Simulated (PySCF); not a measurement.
H2O4P, SMILES [O]P(O)(=O)O, multiplicity 2. Coordinates come from a PBE0-D3(BJ)/def2-SVP optimisation. The isomer is the one that the SMILES or the coordinates give; other isomers of the formula were not compared. The values are those of a single conformer.

Level of theory: PySCF 2.14.0 with PBE0-D3(BJ)/def2-SVP.

Harmonic wavenumbers (cm⁻¹): 80, 268, 328, 337, 358, 415, 428, 857, 876, 932, 973, 1019, 1202, 3871, 3882. Rotational constants (GHz): 5.144, 4.508, 4.212; symmetry number 1.

Q: Work out the zero-point energy and the ideal-gas rigid-rotor harmonic-oscillator thermochemistry at 298.15 K and 1 atm.

A: ZPE = ½ Σ hcν = ½ × 15825 cm⁻¹ = 94.65 kJ/mol. H − E(el) = 112.95 kJ/mol. Entropy in J/(mol K): translation 165.80, rotation 107.12, vibration 48.42, spin 5.76, total 327.10. G − E(el) = 15.42 kJ/mol. Cp = 91.18 J/(mol K). Modes under 150 cm⁻¹ make the vibrational entropy uncertain.
